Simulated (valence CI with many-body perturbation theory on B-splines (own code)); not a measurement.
## P8+: electric-dipole lines

Level of theory: configuration interaction combined with many-body perturbation theory (CI+MBPT): five valence electrons over a frozen Dirac-Fock core [He], radial functions for each j: 11 s, 11 p, 10 d, 8 f, 5 g, 2 h, with the one-electron correlation potential Σ1 (screened to all orders), the two-electron term Σ2, the three-electron term Σ3, Breit, model QED; selected single and double excitations, second order for the rest, scaled by the run's own slope (own B-spline code, finite nucleus).

No measured levels were compared; by estimate levels of excited configurations hold to 0.05 to 0.15 % of their energy, terms of the ground configuration to about 0.5 %. Among the levels kept, up to 6100 cm⁻¹ of a level comes from second order outside the variational space, and about a tenth of that is noise between levels of different J, which matters for small intervals.

Lines 301 to 350 of 600 in falling wavelength, among levels below 295.69 eV, chosen from the strongest by gf and those to the six lowest levels. Wavelengths and rates use the calculated energies, so an error of 300 cm⁻¹ moves a line at 25.80 nm by 0.077 % and its rate by three times that or more. Electric multipoles are in the length gauge, E1 and E2 with the static RPA response of the core. Weak lines are less certain than strong ones. Lines between different terms over intervals too small for the method are left out, as are lines whose strength nearly cancels. The highest levels of a list are the least certain.

Names give the largest LS component (configuration and term), which can be under half, so a name can repeat, a term be missing and a line seem to break the LS rules; names also repeat where a configuration has a term twice. Letters in brackets count levels of one name in rising energy.

```
λ vac (nm)                Upper                 Lower   A (s⁻¹)  S (a.u.)
     25.80      2s2p³3s ⁴P°_3/2       2s²2p²3s ⁴P_1/2  3.74e+09  1.27e-01
     25.75  2s2p³3d ⁴D°_7/2 [c]       2s²2p²3d ⁴F_9/2  4.69e+09  3.16e-01
     25.63  2s2p³3s ²P°_3/2 [a]       2s²2p²3s ²P_3/2  5.22e+09  1.74e-01
     25.61   2s2p³3p ²D_3/2 [b]  2s²2p²3p ²D°_3/2 [a]  6.09e+09  2.02e-01
     25.55  2s2p³3d ²F°_5/2 [b]   2s²2p²3d ²F_5/2 [a]  3.14e+09  1.55e-01
     25.54  2s2p³3d ⁴D°_5/2 [c]       2s²2p²3d ⁴F_7/2  4.59e+09  2.26e-01
     25.40  2s2p³3d ⁴D°_3/2 [c]       2s²2p²3d ⁴F_5/2  4.85e+09  1.57e-01
     25.39   2s2p³3p ⁴P_5/2 [c]      2s²2p²3p ⁴P°_5/2  1.68e+09  8.13e-02
     25.30  2s2p³3d ⁴D°_1/2 [c]       2s²2p²3d ⁴F_3/2  6.34e+09  1.01e-01
     25.07   2s2p³3p ⁴P_5/2 [c]      2s²2p²3p ⁴D°_7/2  4.90e+09  2.28e-01
     25.06         2s2p⁴ ²D_3/2        2s²2p³ ²D°_5/2  7.91e+08  2.46e-02
     25.06         2s2p⁴ ²D_5/2        2s²2p³ ²D°_5/2  9.66e+09  4.50e-01
     25.03         2s2p⁴ ²D_3/2        2s²2p³ ²D°_3/2  1.01e+10  3.11e-01
     25.03         2s2p⁴ ²D_5/2        2s²2p³ ²D°_3/2  3.49e+08  1.62e-02
     24.82   2s2p³3p ⁴P_3/2 [c]      2s²2p²3p ⁴D°_5/2  4.66e+09  1.41e-01
     24.72       2s2p³3p ²S_1/2  2s²2p²3p ²P°_3/2 [a]  7.41e+09  1.11e-01
     24.31   2s2p³3p ²F_7/2 [b]  2s²2p²3p ²D°_5/2 [b]  1.77e+09  1.01e-01
     23.74   2s2p³3p ²D_3/2 [c]  2s²2p²3p ²D°_3/2 [b]  1.28e+10  3.39e-01
     23.73   2s2p³3p ²D_5/2 [c]  2s²2p²3p ²D°_5/2 [b]  1.38e+10  5.46e-01
     23.36     2s²2p²4p ⁴D°_3/2       2s²2p²3d ⁴F_5/2  4.86e+09  1.22e-01
     23.34   2s2p³3p ²F_7/2 [b]      2s²2p²3p ²F°_7/2  1.88e+10  9.43e-01
     23.34     2s²2p²4p ⁴D°_5/2       2s²2p²3d ⁴F_7/2  5.17e+09  1.94e-01
     23.34   2s2p³3p ²F_5/2 [b]      2s²2p²3p ²F°_5/2  1.82e+10  6.86e-01
     23.28      2s²2p²4s ²P_3/2  2s²2p²3p ²D°_5/2 [b]  5.60e+09  1.39e-01
     23.28  2s2p³3s ²P°_3/2 [b]       2s²2p²3s ²S_1/2  7.32e+09  1.82e-01
     23.26  2s2p³3s ²P°_1/2 [b]       2s²2p²3s ²S_1/2  7.44e+09  9.25e-02
     23.25          2p⁵ ²P°_3/2          2s2p⁴ ²D_5/2  1.54e+10  3.82e-01
     23.05  2s2p³3s ²D°_3/2 [b]       2s²2p²3s ²D_3/2  2.04e+10  4.94e-01
     23.05  2s2p³3s ²D°_5/2 [b]       2s²2p²3s ²D_5/2  2.16e+10  7.82e-01
     22.82          2p⁵ ²P°_1/2          2s2p⁴ ²D_3/2  1.72e+10  2.02e-01
     22.80   2s2p³3p ²D_5/2 [c]      2s²2p²3p ²F°_7/2  7.61e+09  2.67e-01
     22.75         2s2p⁴ ²S_1/2        2s²2p³ ²P°_3/2  1.17e+10  1.36e-01
     22.73   2s2p³3p ²D_3/2 [c]      2s²2p²3p ²F°_5/2  8.95e+09  2.07e-01
     22.69         2s2p⁴ ²S_1/2        2s²2p³ ²P°_1/2  9.23e+09  1.07e-01
     22.11   2s2p³3p ²P_3/2 [c]  2s²2p²3p ²P°_3/2 [a]  5.92e+09  1.26e-01
     21.60   2s2p³3p ²P_3/2 [c]  2s²2p²3p ²D°_5/2 [a]  1.45e+10  2.89e-01
     21.58   2s2p³3p ⁴P_1/2 [d]      2s²2p²3p ⁴S°_3/2  8.91e+09  8.84e-02
     21.53   2s2p³3p ⁴P_3/2 [d]      2s²2p²3p ⁴S°_3/2  7.50e+09  1.48e-01
     21.51   2s2p³3p ⁴P_5/2 [d]      2s²2p²3p ⁴S°_3/2  6.30e+09  1.86e-01
     21.45   2s2p³3p ⁴P_3/2 [d]  2s²2p²3p ²D°_5/2 [a]  4.54e+09  8.85e-02
     21.43         2s2p⁴ ²P_3/2        2s²2p³ ²P°_3/2  7.27e+09  1.41e-01
     21.39         2s2p⁴ ²P_3/2        2s²2p³ ²P°_1/2  1.98e+09  3.82e-02
     21.35   2s2p³3p ²P_1/2 [c]  2s²2p²3p ²D°_3/2 [a]  2.19e+10  2.11e-01
     21.15         2s2p⁴ ²P_1/2        2s²2p³ ²P°_3/2  1.10e+10  1.03e-01
     21.10         2s2p⁴ ²P_1/2        2s²2p³ ²P°_1/2  5.33e+09  4.94e-02
     20.96   2s2p³3p ²P_3/2 [c]      2s²2p²3p ⁴P°_5/2  3.88e+09  7.06e-02
     20.92      2s²2p²4s ²P_3/2  2s²2p²3p ²P°_3/2 [a]  4.73e+09  8.54e-02
     20.79         2s2p⁴ ²S_1/2        2s²2p³ ²D°_3/2  1.98e+09  1.75e-02
     20.58      2s2p³3s ²S°_1/2       2s²2p²3s ²P_3/2  3.48e+10  3.00e-01
     20.58   2s2p³3p ⁴P_5/2 [d]      2s²2p²3p ⁴D°_7/2  2.94e+10  7.60e-01
```
